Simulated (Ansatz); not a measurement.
Total energies of GeH2Me(OMe) (C₂H₈GeO) from Ansatz at PBE0-D4/def2-TZVP, gas phase (1 Eh = 27.2114 eV = 2625.5 kJ/mol). The reference geometry is relaxed at PBE-D4/def2-SVP.

```
atom   x (Å)   y (Å)   z (Å)
 Ge1   0.502   0.283   0.504
  H2   0.302   1.815   0.730
  H3   0.433  -0.458   1.877
  C4   2.129  -0.124  -0.491
  H5   3.020   0.228   0.064
  H6   2.099   0.377  -1.478
  H7   2.211  -1.217  -0.647
  O8  -0.843  -0.322  -0.542
  C9  -2.170  -0.172  -0.090
 H10  -2.368  -0.708   0.871
 H11  -2.853  -0.600  -0.855
 H12  -2.463   0.897   0.059
```

| state | geometry | energy (Eh) |
| --- | --- | --- |
| charge 0 singlet | reference | -2232.88218 |
| charge 1 doublet | reference | -2232.52568 |
| free Ge atom (triplet) | – | -2076.65516 |
| free H atom (doublet) | – | -0.50104 |
| free C atom (triplet) | – | -37.80537 |
| free O atom (triplet) | – | -75.01860 |

(1) Work out the vertical ionisation energy to the doublet.

(2) What is the binding energy per atom against free atoms?

(1) E(charge 1 doublet) − E(charge 0 singlet) = -2232.52568 − (-2232.88218) = 0.35650 Eh = 9.70 eV. For comparison, −ε of the highest occupied level is 7.57 eV at this level, 2.13 eV less.

(2) Atoms: 1 × (-2076.65516) + 8 × (-0.50104) + 2 × (-37.80537) + 1 × (-75.01860) = -2231.29282 Eh. Binding: -2231.29282 − (-2232.88218) = 1.58936 Eh = 43.25 eV, or 3.60 eV for each of 12 atoms (no zero-point energy, no counterpoise term).
